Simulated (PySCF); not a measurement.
**Ga (gallium, neutral) across methods**

[Ar] 3d10 4s2 4d1, 2D determinant (an excited configuration). Calculation: PySCF 2.14, in aug-cc-pVQZ-PP with ECP10MDF; a scalar-relativistic core potential.

```csv
method,E (hartree),mean ε 4s α (eV),mean ε 4s β (eV),mean ε 4d α (eV),Σ⟨r²⟩ (bohr²),⟨S²⟩
UHF,-258.14824,-15.048,-15.022,-1.320,85.39,0.750
r2SCAN,-259.1837,-12.464,-12.538,-0.639,82.33,0.750
B97-3,-259.3323,-13.050,-13.051,-0.950,84.52,0.750
BLYP,-259.2917,-12.196,-12.185,-0.631,82.54,0.750
LC-wPBE,-259.3215,-15.817,-15.791,-1.564,83.38,0.750
LDA,-258.8789,-12.513,-12.453,-0.626,81.15,0.750
PBE,-259.3130,-12.192,-12.138,-0.754,82.60,0.750
PBE0,-259.2629,-13.112,-13.066,-0.955,82.99,0.750
```

(1) Estimate the same row for CAM-B3LYP.

Energies and moments cover only the electrons outside the core potential. The outer electron is Rydberg-like, and this basis confines it to a smaller radius and binds it less than a complete one would.

Answers

(1) E (hartree) = -259.2660; mean ε 4s α (eV) = -14.599; mean ε 4s β (eV) = -14.585; mean ε 4d α (eV) = -1.200; Σ⟨r²⟩ (bohr²) = 82.49; ⟨S²⟩ = 0.750.
